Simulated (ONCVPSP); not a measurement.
# palladium (Pd), ONCV: configuration errors across variants

| Quantity | Value |
| --- | --- |
| Element | Pd (Z = 46) |
| Generator | ONCVPSP 4.0.1 |
| Type | optimised norm-conserving Vanderbilt (ONCV) |
| Functional | LDA (Perdew-Wang 92) |
| Relativity | scalar-relativistic |
| Frozen core | [Ar] 3d10 |
| Valence charge | 18 |
| Reference configuration | 4s2 4p6 4d7 (charge +3) |
| Partial waves | 4s: rc 1.60 bohr, ncon 3, nbas 7, qcut 6.6 1/bohr, 3 projectors, debl 2.6 Ha; 4p: rc 1.15 bohr, ncon 4, nbas 7, qcut 7 1/bohr, 2 projectors, debl 0.5 Ha; 4d: rc 1.75 bohr, ncon 4, nbas 8, qcut 8 1/bohr, 2 projectors, debl 2.2 Ha |
| Local potential | polynomial inside 0.95 bohr (lpopt 5, dvloc0 6 Ha) |
| Core correction | Teter function, fcfact 4.25, rcfact 1.8 |

In the s channel the program set the typed energies aside and used -4.634, 0.050, 2.650 Ha. In the p channel the program set the typed energies aside and used -3.364, 0.250 Ha.

All-electron excitation energies from the reference (eV): (1) 4s2 4p6 4d9 -55.681; (2) 4s2 4p6 4d8 -34.599; (3) 4s2 4p6 4d9 5s1 -63.627.

Errors AE − PS in meV (a dash: test not solved or not reliable):

```csv
change,(1),(2),(3),bound ghosts,GHOST(+) flags above zero
base,+10,+6.6,+8.7,none,s
"all radii but the core radius scaled by about 0.79 (s 1.26, p 0.90, d 1.38 bohr); local potential polynomial inside 0.76 bohr (lpopt 5, dvloc0 6 Ha)",-3.6,+1.0,-0.9,none,s
"all radii but the core radius scaled by about 0.84 (s 1.34, p 0.96, d 1.46 bohr); local potential polynomial inside 0.80 bohr (lpopt 5, dvloc0 6 Ha)",-2.4,+1.4,-0.2,none,s
"all radii but the core radius scaled by about 0.91 (s 1.46, p 1.04, d 1.60 bohr); local potential polynomial inside 0.86 bohr (lpopt 5, dvloc0 6 Ha)",+3.6,+4.3,+4.4,none,s
"all radii but the core radius scaled by about 1.04 (s 1.68, p 1.20, d 1.82 bohr); local potential polynomial inside 1.00 bohr (lpopt 5, dvloc0 6 Ha)",+15,+8.5,+12,none,s
"all radii but the core radius scaled by about 1.11 (s 1.78, p 1.28, d 1.94 bohr); local potential polynomial inside 1.06 bohr (lpopt 5, dvloc0 6 Ha)",+29,+14,+23,none,s
"all radii but the core radius scaled by about 1.18 (s 1.90, p 1.36, d 2.06 bohr); local potential polynomial inside 1.12 bohr (lpopt 5, dvloc0 6 Ha)",+47,+20,+35,none,none
"all radii but the core radius scaled by about 1.25 (s 2.00, p 1.44, d 2.18 bohr); local potential polynomial inside 1.18 bohr (lpopt 5, dvloc0 6 Ha)",+69,+28,+51,none,none
```

(1) Give the same row for: all radii but the core radius scaled by about 1.30 (s 2.08, p 1.50, d 2.28 bohr); local potential polynomial inside 1.24 bohr (lpopt 5, dvloc0 6 Ha).

Results:

(1) +95, +38, +76; bound ghosts: none; GHOST(+) flags above zero: none.
